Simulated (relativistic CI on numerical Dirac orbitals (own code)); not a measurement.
## d1 to d9 in one octahedral field

Computed with a parametric ligand-field model without spin-orbit coupling, by exact diagonalisation: B = 750, C = 3290, 10Dq = 28400 cm⁻¹ (Oh; |10Dq|/B = 37.9) for every shell. Energies in cm⁻¹; the field energy is (0.6 n_e − 0.4 n_t2) × 10Dq of the ground term; g labels are left out.

| Shell | Ground term | Electrons in e | Field energy | First spin-allowed bands | Lowest term of other spin |
| --- | --- | --- | --- | --- | --- |
| d1 | 2T2 | 0.000 | -11360 | 2E 28400 |  |
| d2 | 3T1 | 0.016 | -22276 | 3T2 26717, 3T1 36284 | 1T2 11405 |
| d3 | 4A2 | 0.000 | -34080 | 4T2 28400, 4T1 36502 | 2E 15636 |
| d4 | 3T1 | 0.025 | -44730 | 3E 25407, 3T1 26247 | 5E 8432 |
| d5 | 2T2 | 0.045 | -55511 | 2A2 24443, 2T1 24702 | 4T1 13029 |
| d6 | 1A1 | 0.035 | -67176 | 1T1 26169, 1T2 36336 | 3T1 19156 |
| d7 | 2E | 1.024 | -50425 | 2T1 25982, 2T2 26754 | 4T1 12636 |
| d8 | 3A2 | 2.000 | -34080 | 3T2 28400, 3T1 36502 | 1E 12463 |
| d9 | 2E | 3.000 | -17040 | 2T2 28400 |  |

Low spin: d4, d5, d6, d7; the other shells keep the spin of the free ion. Only d4 to d7 can choose; the field needed to pair spins is smallest for d6 and largest for d5, which loses most exchange energy. In the strong-field picture 10Dq must exceed about 6B + 5C = 20950 (d4), 7.5B + 5C = 22075 (d5), 2.5B + 4C = 15035 (d6) and 4B + 4C = 16160 (d7); mixing of terms shifts these bounds somewhat.
